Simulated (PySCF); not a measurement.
## Predicted spectroscopic data

Computed data (PySCF): GIAO PBE0/pcSseg-1 shieldings, coordinates at the GFN2-xTB level. One averaged value for each set of equivalent atoms, non-relativistic, one computed conformer, no solvent.

δ = σ(ref) − σ, references computed at the same level: ¹H (σref 31.72) and ¹³C (σref 186.93) vs TMS. Splittings of carbon signals by F and P are missing where no couplings were computed. Where no couplings were computed, multiplicities follow the n + 1 count of equivalent neighbours, and m marks all less simple cases (inequivalent or close neighbours, rings, F or P nearby). Shifts are as computed. Against solution values, carbons near 30 ppm lie about +3 ppm off and those near 130 ppm about +5 ppm; carbons on Cl a further +6 ppm. Of 1211 compounds with measured shifts, 218 miss one by over three times the rms of a fit or turn the order of signals round; such compounds aren't used in these exercises. Carbons bonded to Cl come out too deshielded.

Compound 1 (C8H11PSi). ¹H NMR (500 MHz, computed): δ 9.36 (m, 1H), 7.94 (m, 1H), 7.85 (m, 1H), 4.57 (s, 3H), 1.94 (m, 1H), 1.46 (m, 2H), 1.04 (m, 2H). ¹³C{¹H} NMR (computed): δ 193.3, 172.9, 140.6, 137.5, 136.0, 25.9, 23.4. Structure: SMILES [SiH3]c1ccc(C2CC2)pc1.

Compound 2 (C6H6ClP). ¹H NMR (500 MHz, computed): δ 7.57 (m, 2H), 7.48 (m, 2H), 4.01 (m, 2H). ¹³C{¹H} NMR (computed): δ 144.3, 137.6, 136.8, 134.7. Structure: SMILES Pc1ccc(Cl)cc1.
